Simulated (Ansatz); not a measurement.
# Nudged elastic band run: CH₆BO₂, charge +1

The input (input.yaml):

```yaml
crystal:
  periodic: [false, false, false]
  atoms:
    - { symbol: C, position_ang: [-0.335726, 0.134346, -1.191667] }
    - { symbol: B, position_ang: [-0.005704, -0.297307, 0.25391] }
    - { symbol: O, position_ang: [-0.0739, -1.412364, 0.969484] }
    - { symbol: O, position_ang: [0.564703, 0.771219, 1.162134] }
    - { symbol: H, position_ang: [0.59229, 0.3891, -1.749861] }
    - { symbol: H, position_ang: [-0.989793, 1.031956, -1.223884] }
    - { symbol: H, position_ang: [-0.845966, -0.672497, -1.752287] }
    - { symbol: H, position_ang: [-0.422696, -2.214269, 0.534913] }
    - { symbol: H, position_ang: [0.801793, 0.564877, 2.096595] }
    - { symbol: H, position_ang: [0.715, 1.70495, 0.900652] }
total_charge: 1
basis:
  gaussian: { orbitals: def2-SVP }
hamiltonian:
  xc: pbe
  dispersion: d4
neb:
  order_check: false
  images: 7
  f_tol: 0.05
  max_iterations: 60
  final_atoms:
    - { symbol: C, position_ang: [-0.3392301, 0.23173911, -1.26897576] }
    - { symbol: B, position_ang: [-0.05881646, -0.37661979, 0.12078358] }
    - { symbol: O, position_ang: [-0.18254994, -1.62859273, 0.51920224] }
    - { symbol: O, position_ang: [0.45899711, 0.63058096, 1.15920538] }
    - { symbol: H, position_ang: [0.60401991, 0.2739839, -1.85929137] }
    - { symbol: H, position_ang: [-0.76673352, 1.25495717, -1.25202356] }
    - { symbol: H, position_ang: [-1.03272203, -0.4279177, -1.82693691] }
    - { symbol: H, position_ang: [0.03553138, -1.98574625, 1.39849992] }
    - { symbol: H, position_ang: [0.71682457, 0.44895142, 2.09139555] }
    - { symbol: H, position_ang: [0.56468009, 1.5786749, 0.91812993] }
  initial_path:
    images:
      - { positions_ang: [[-0.335726, 0.134346, -1.191667], [-0.005704, -0.297307, 0.25391], [-0.0739, -1.412364, 0.969484], [0.564703, 0.771219, 1.162134], [0.59229, 0.3891, -1.749861], [-0.989793, 1.031956, -1.223884], [-0.845966, -0.672497, -1.752287], [-0.422696, -2.214269, 0.534913], [0.801793, 0.564877, 2.096595], [0.715, 1.70495, 0.900652]] }
      - { positions_ang: [[-0.34372696, 0.14977679, -1.20472805], [-0.03341722, -0.29520959, 0.24564579], [-0.131342, -1.41396154, 0.93909859], [0.55019296, 0.7468986, 1.15698698], [0.56955115, 0.28952122, -1.77970447], [-0.88147885, 1.08975431, -1.24827043], [-0.93486241, -0.58344067, -1.74328428], [-0.2312543, -2.19108947, 0.62975613], [0.75514696, 0.52372954, 2.08964363], [0.68119166, 1.68403182, 0.91484512]] }
      - { positions_ang: [[-0.35172791, 0.16520758, -1.21778909], [-0.06113044, -0.29311218, 0.23738157], [-0.188784, -1.41555907, 0.90871317], [0.53568293, 0.7225782, 1.15183996], [0.5468123, 0.18994243, -1.80954795], [-0.7731647, 1.14755263, -1.27265685], [-1.02375882, -0.49438435, -1.73428157], [-0.03981259, -2.16790994, 0.72459926], [0.70850093, 0.48258207, 2.08269226], [0.64738332, 1.66311364, 0.92903824]] }
      - { positions_ang: [[-0.35972887, 0.18063836, -1.23085014], [-0.08884366, -0.29101478, 0.22911736], [-0.24622601, -1.41715661, 0.87832776], [0.52117289, 0.69825781, 1.14669294], [0.52407346, 0.09036365, -1.83939142], [-0.66485055, 1.20535094, -1.29704328], [-1.11265523, -0.40532802, -1.72527885], [0.15162911, -2.14473042, 0.8194424], [0.66185489, 0.44143461, 2.07574088], [0.61357497, 1.64219545, 0.94323135]] }
      - { positions_ang: [[-0.36772982, 0.19606915, -1.24391119], [-0.11655688, -0.28891737, 0.22085315], [-0.30366801, -1.41875414, 0.84794234], [0.50666286, 0.67393741, 1.14154592], [0.50133461, -0.00921513, -1.86923489], [-0.5565364, 1.26314925, -1.3214297], [-1.20155165, -0.31627169, -1.71627614], [0.34307081, -2.12155089, 0.91428553], [0.61520885, 0.40028714, 2.06878951], [0.57976663, 1.62127727, 0.95742447]] }
      - { positions_ang: [[-0.36060489, 0.20498664, -1.25017733], [-0.10212178, -0.31084298, 0.19583576], [-0.27338849, -1.47121379, 0.76575731], [0.49474642, 0.6630983, 1.14596078], [0.52700593, 0.06158463, -1.86674901], [-0.60908568, 1.26110123, -1.30407817], [-1.15934424, -0.34418319, -1.74394133], [0.26618595, -2.08759973, 1.03533913], [0.64061278, 0.41245321, 2.07444102], [0.575995, 1.61062668, 0.94760084]] }
      - { positions_ang: [[-0.35347996, 0.21390413, -1.25644347], [-0.08768667, -0.33276858, 0.17081837], [-0.24310898, -1.52367344, 0.68357229], [0.48282998, 0.65225918, 1.15037565], [0.55267726, 0.13238439, -1.86426313], [-0.66163496, 1.25905321, -1.28672663], [-1.11713684, -0.37209469, -1.77160652], [0.1893011, -2.05364857, 1.15639272], [0.66601671, 0.42461928, 2.08009253], [0.57222336, 1.59997609, 0.9377772]] }
      - { positions_ang: [[-0.34635503, 0.22282162, -1.26270962], [-0.07325156, -0.35469419, 0.14580098], [-0.21282946, -1.57613309, 0.60138726], [0.47091355, 0.64142007, 1.15479051], [0.57834858, 0.20318414, -1.86177725], [-0.71418424, 1.25700519, -1.2693751], [-1.07492944, -0.40000619, -1.79927172], [0.11241624, -2.01969741, 1.27744632], [0.69142064, 0.43678535, 2.08574404], [0.56845172, 1.5893255, 0.92795357]] }
      - { positions_ang: [[-0.3392301, 0.23173911, -1.26897576], [-0.05881646, -0.37661979, 0.12078358], [-0.18254994, -1.62859273, 0.51920224], [0.45899711, 0.63058096, 1.15920538], [0.60401991, 0.2739839, -1.85929137], [-0.76673352, 1.25495717, -1.25202356], [-1.03272203, -0.4279177, -1.82693691], [0.03553138, -1.98574625, 1.39849992], [0.71682457, 0.44895142, 2.09139555], [0.56468009, 1.5786749, 0.91812993]] }
```

Command:

```bash
$ ansatz run input.yaml --threads 1 --pin off --max-ram 2048MiB --backend cpu --events-out ev --progress --plain --runs-dir out
```

Output, in part (warnings, iteration lines, the closing report on the highest movable image, with atoms numbered from 0):

```
NEB end point (image 0): max|allowed force component| = 9.248e-3 eV/Å (the criterion of neb.relax_end_points is 1.000e-2)
NEB end point (image 8): max|allowed force component| = 8.310e-3 eV/Å (the criterion of neb.relax_end_points is 1.000e-2)
NEB iter   1: max|band force component| = 1.725e1 eV/Å  barrier→ = 1.6381 eV  barrier← = 1.3423 eV  Δτ_max = 0.1963 Å  (238 SCF iters)
NEB iter   2: max|band force component| = 8.689e-1 eV/Å  barrier→ = 0.4786 eV  barrier← = 0.1828 eV  Δτ_max = 0.1241 Å  (208 SCF iters)
NEB iter   3: max|band force component| = 6.935e-1 eV/Å  barrier→ = 0.4619 eV  barrier← = 0.1661 eV  Δτ_max = 0.1922 Å  (195 SCF iters)
NEB iter   4: max|band force component| = 5.020e-1 eV/Å  barrier→ = 0.4571 eV  barrier← = 0.1613 eV  Δτ_max = 0.0847 Å  (200 SCF iters)
NEB iter   5: max|band force component| = 3.947e-1 eV/Å  barrier→ = 0.4462 eV  barrier← = 0.1504 eV  CI = image 5  Δτ_max = 0.0829 Å  (196 SCF iters)
NEB iter   6: max|band force component| = 2.664e-1 eV/Å  barrier→ = 0.4518 eV  barrier← = 0.1560 eV  CI = image 5  Δτ_max = 0.0289 Å  (197 SCF iters)
NEB iter   7: max|band force component| = 1.943e-1 eV/Å  barrier→ = 0.4498 eV  barrier← = 0.1540 eV  CI = image 5  Δτ_max = 0.0516 Å  (197 SCF iters)
NEB iter   8: max|band force component| = 5.720e-2 eV/Å  barrier→ = 0.4482 eV  barrier← = 0.1524 eV  CI = image 5  Δτ_max = 0.0405 Å  (192 SCF iters)
NEB iter   9: max|band force component| = 4.958e-2 eV/Å  barrier→ = 0.4467 eV  barrier← = 0.1509 eV  CI = image 5  Δτ_max = 0.0384 Å  (194 SCF iters)
NEB iter  10: max|band force component| = 8.791e-2 eV/Å  barrier→ = 0.4456 eV  barrier← = 0.1498 eV  CI = image 5  Δτ_max = 0.1031 Å  (28 SCF iters)
NEB iter  11: max|band force component| = 7.041e-2 eV/Å  barrier→ = 0.4452 eV  barrier← = 0.1494 eV  CI = image 5  Δτ_max = 0.0422 Å  (191 SCF iters)
NEB iter  12: max|band force component| = 6.975e-2 eV/Å  barrier→ = 0.4451 eV  barrier← = 0.1493 eV  CI = image 5  Δτ_max = 0.0211 Å  (189 SCF iters)
NEB iter  13: max|band force component| = 1.359e-1 eV/Å  barrier→ = 0.4448 eV  barrier← = 0.1490 eV  CI = image 5  Δτ_max = 0.0106 Å  (188 SCF iters)
NEB iter  14: max|band force component| = 4.958e-2 eV/Å  barrier→ = 0.4446 eV  barrier← = 0.1488 eV  CI = image 5  Δτ_max = 0.0000 Å  (380 SCF iters)
Total energy: -5888.57436162 eV, -216.4011163704 hartree
Atom 0 at    -0.329049     0.226042    -1.248685 Å, force     0.008595    -0.008190     0.004472 eV/Å
Atom 1 at    -0.019062    -0.327113     0.157434 Å, force    -0.001383    -0.005412    -0.008056 eV/Å
Atom 2 at    -0.137592    -1.521765     0.685312 Å, force    -0.009119     0.013305    -0.000348 eV/Å
Atom 3 at     0.426677     0.730306     1.188401 Å, force     0.002824    -0.000890     0.011515 eV/Å
Atom 4 at     0.379553    -0.224513    -1.978456 Å, force    -0.004755    -0.001798    -0.001691 eV/Å
Atom 5 at    -0.299512     1.325010    -1.373090 Å, force    -0.001461     0.000038     0.001014 eV/Å
Atom 6 at    -1.333910    -0.137715    -1.554252 Å, force    -0.002345     0.002588    -0.004994 eV/Å
Atom 7 at     0.368092    -2.291530     0.981032 Å, force     0.008548     0.000476    -0.001913 eV/Å
Atom 8 at     0.512500     0.527040     2.148240 Å, force     0.000042     0.000653     0.001163 eV/Å
Atom 9 at     0.432303     1.694249     0.994053 Å, force    -0.000947    -0.000769    -0.001163 eV/Å
Dipole moment:     0.384616     0.374747     0.656379 e Å
```

The forces met the threshold. The band force fell under the threshold earlier too, but the program's further tests of the path sent the band on. A vibrational analysis at the climbing image gives one clearly imaginary mode, 569i cm⁻¹: a first-order saddle point. Limits of this set-up: the dipole of an ion depends on the origin.

Final band (atoms are numbered from 1 in the order of the input):

```
image  path coordinate (Å)  energy (kcal/mol)  dihedral O4–B2–O3–H8 (°)
    0                 0.00                0.0                      -180
    1                 0.46                0.0                       180
    2                 0.92                0.1                      -180
    3                 1.38                0.1                       180
    4                 1.84                4.1                      -152
    5                 2.30               10.3                       -78
    6                 2.78                7.1                       -11
    7                 3.26                6.8                        -1
    8                 3.75                6.8                        -1
```

Time of the run: 3.6 min on 1 thread of Arm Neoverse V1 (shared host), peak memory 0.11 GiB.
